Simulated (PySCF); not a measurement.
Ga(H)2(PH2) (GaH4P), SMILES [PH2][GaH2]. The structure is a stationary point at r2SCAN-D4/def2-TZVP.

Question: Give the equilibrium geometry at r2SCAN-D4/def2-TZVP (PySCF confirms it by a frequency run) as bond lengths and angles, and its point group. (The exact figures need the calculation; the answer reports its results.)

Answer: point group Cs.
Atoms: Ga1 H2 H3 P4 H5 H6. Bonds (Å): Ga1–H2 1.562, Ga1–H3 1.562, Ga1–P4 2.301, P4–H5 1.418, P4–H6 1.418. Bond angles (°): H2–Ga1–H3 121.6, H2–Ga1–P4 119.1, H3–Ga1–P4 119.1, Ga1–P4–H5 95.7, Ga1–P4–H6 95.7, H5–P4–H6 95.5.
Charge 0, spin multiplicity 1.
